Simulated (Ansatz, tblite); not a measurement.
Removing an electron: (ClBe-mu-F)2 (Be2Cl2F2). Total charge 0; singlet. Geometry: r2SCAN-D4/def2-SVP. Ansatz, gas phase; energy differences of separate SCF runs; the oxidised species was run as a doublet alone.

```xyz
6

Be    0.0093    0.8642    0.7293
Cl    0.0204    2.2651    1.9100
F     0.3976    0.6691   -0.7978
Be   -0.0080   -0.8646   -0.7289
Cl   -0.0244   -2.2640   -1.9112
F    -0.3948   -0.6698    0.7987
```

The xTB rows come from tblite. HOMO above LUMO, or a gap near zero within one spin, warns that the state may not be the lowest or that an electron is smeared out.

| level | −HOMO (eV) | vertical IE (eV) | −LUMO (eV) | HOMO–LUMO gap (eV) | remarks |
| --- | --- | --- | --- | --- | --- |
| GFN1-xTB | 12.90 | 15.11 | 6.93 | 5.97 | – |
| GFN2-xTB | 12.39 | 15.18 | 6.86 | 5.53 | – |
| PBE-D4/def2-TZVP | 7.92 | 10.82 | 1.55 | 6.37 | gap within one spin near zero (+1 doublet) |
| r2SCAN-D4/def2-TZVP | 8.29 | 11.06 | 1.00 | 7.30 | gap within one spin near zero (+1 doublet) |
| PBE0-D4/def2-TZVP | 9.36 | 11.38 | 0.85 | 8.51 | – |

  Raw xTB energy differences between charge states are shifted by several eV; the methods need an empirical correction for them.
